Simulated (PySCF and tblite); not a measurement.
Values are calculated unless marked as measured or tabulated.
C7H7FO, numbered as in [CH3:1][O:2][c:3]1[cH:4][cH:5][cH:6][c:7]([F:8])[cH:9]1.

Conformers came from 90 starts (ETKDG and KDG, MMFF94s, GFN2-xTB); geometries are PBE0-D3(BJ)/def2-SVP. Weights use PBE0-D3(BJ)/def2-SVPD (IEF-PCM, chloroform) energies plus GFN2-xTB zero-point and thermal terms (modes under about 100 cm⁻¹ blended into free rotors). Symmetry numbers and mirror images are counted. Conformers within 3 kcal/mol (GFN2-xTB free energy) were kept, 8 at most. GIAO shieldings: WP04/pcSseg-1 (IEF-PCM, chloroform). Shifts are against TMS (¹H), TMS (¹³C), CFCl3 (¹⁹F) at the same level. Run with PySCF (density fitting) and tblite.

**Question.** What shifts does this protocol give at 298.15 K under fast conformational exchange?

**Answer.** ¹H: 7.17 (H5, 1H), 6.63 (H6, 1H), 6.59 (H4, 1H), 6.48 (H9, 1H), 3.71 (H1, 3H) ppm. ¹³C: 172.9 (C7), 167.8 (C3), 136.3 (C5), 116.0 (C4), 113.3 (C6), 106.9 (C9), 57.2 (C1) ppm. ¹⁹F: -117.1 (F8) ppm.

**Question.** How do the conformers differ?

**Answer.** Torsions listed: C1–O2–C3–C4.
| conformer | shape | weight % |
| --- | --- | --- |
| 1 | -179° | 54.6 |
| 2 | 0° | 45.4 |

```tsv
signal	1	2	average
H1	3.70	3.72	3.71
H4	6.70	6.47	6.59
H5	7.15	7.20	7.17
H6	6.62	6.64	6.63
H9	6.39	6.59	6.48
C1	57.1	57.3	57.2
C3	167.8	167.8	167.8
C4	119.4	111.8	116.0
C5	135.9	136.6	136.3
C6	112.8	113.9	113.3
C7	173.2	172.6	172.9
C9	104.0	110.4	106.9
F8	-116.8	-117.6	-117.1
```

Unscaled ¹⁹F shifts at such levels can be off by tens of ppm; differences between conformers or isomers are more reliable. Shifts are unscaled: against experiment ¹³C can be off by 15 ppm or more and ¹H by 0.8 ppm.
